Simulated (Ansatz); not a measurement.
The same path of CH₂BBrO (6 atoms, charge 0, multiplicity 1) was run twice with different band settings. The coordinate that changes most is the dihedral O1–C2–B3–Br4.

Computed with RKS B3LYP-D4/def2-SVP (Ansatz).

Relaxed end points:

```xyz
6
Properties=species:S:1:pos:R:3
O 1.051 -1.396 0.315
C 0.764 -0.356 -0.246
B -0.499 0.403 0.329
Br -2.089 0.407 -0.720
H 1.337 -0.012 -1.150
H -0.521 0.890 1.425
```

```xyz
6
Properties=species:S:1:pos:R:3
O 1.341 -1.196 0.563
C 0.682 -0.523 -0.203
B -0.535 0.369 0.330
Br -1.527 1.399 -0.924
H 0.920 -0.519 -1.302
H -0.839 0.406 1.489
```

Common settings: spring 5.0 eV/Å²; optimiser quadratic models (default); start path IDPP; force threshold 0.05 eV/Å; iteration limit 60; end points relaxed.

| run | movable images | climbing image |
| --- | --- | --- |
| 1 | 5 | yes |
| 2 | 6 | no |

(1) What does each run give, and how far can it be trusted?

## Answers

(1) Run 1: converged after 7 iterations, highest image 0.018 eV above the first end. The highest image is an end point: on this band no image between the ends rises above it.
Run 2: converged after 7 iterations, highest image 0.018 eV above the first end. The highest image is an end point: on this band no image between the ends rises above it.
